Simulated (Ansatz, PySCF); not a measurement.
This PySCF input computes a PBE/def2-TZVPD energy:

```python
from pyscf import gto, scf, dft

mol = gto.M(
    atom='''
    C    -1.57917464    0.14857349   -0.08929637
    C    -0.27344075   -0.45258751   -0.46410507
    N     0.85890302   -0.02120900    0.10449428
    C     1.84024213    0.38058842    0.62392539
    H    -1.59476944    1.22313460   -0.30006660
    H    -1.77426594    0.03353029    0.98205094
    H    -2.38906761   -0.32425806   -0.64181266
    H    -0.17997858   -1.24339010   -1.19477523
    ''',
    basis='def2-tzvpd',
    charge=0,
    spin=1,
    verbose=4,
)

mf = dft.UKS(mol, xc='pbe').density_fit(auxbasis='def2-universal-jkfit')
mf.grids.level = 3
mf.conv_tol = 1e-9
mf.max_cycle = 100
mf.max_memory = 1500
mf.kernel()
if not mf.converged:
    mf = mf.newton()
    mf.kernel(mf.make_rdm1())
for _ in range(2):
    mo, _, stable, _ = mf.stability(return_status=True)
    if stable:
        break
    mf.kernel(mf.make_rdm1(mo, mf.mo_occ))
mf.analyze()
```

Q: Write an input for the same energy in Ansatz (an electronic-structure program) and say what it gives.

A: 
Ansatz 0.2 input:
```yaml
crystal:
  periodic: [false, false, false]
  atoms:
    - {symbol: C, position_ang: [-1.57917464, 0.14857349, -0.08929637]}
    - {symbol: C, position_ang: [-0.27344075, -0.45258751, -0.46410507]}
    - {symbol: N, position_ang: [0.85890302, -0.02120900, 0.10449428]}
    - {symbol: C, position_ang: [1.84024213, 0.38058842, 0.62392539]}
    - {symbol: H, position_ang: [-1.59476944, 1.22313460, -0.30006660]}
    - {symbol: H, position_ang: [-1.77426594, 0.03353029, 0.98205094]}
    - {symbol: H, position_ang: [-2.38906761, -0.32425806, -0.64181266]}
    - {symbol: H, position_ang: [-0.17997858, -1.24339010, -1.19477523]}
basis:
  gaussian:
    orbitals: def2-TZVPD
hamiltonian:
  xc: {name: PBE}
magnetization: {spin_polarized: true, initial_magnetization: 1}
output: {forces: true}
```
It gives -171.22105 Eh, and PySCF -171.22113 Eh, a difference of 0.08 mEh, from the treatment of integrals and grids.

It need not be the lowest isomer of its formula.
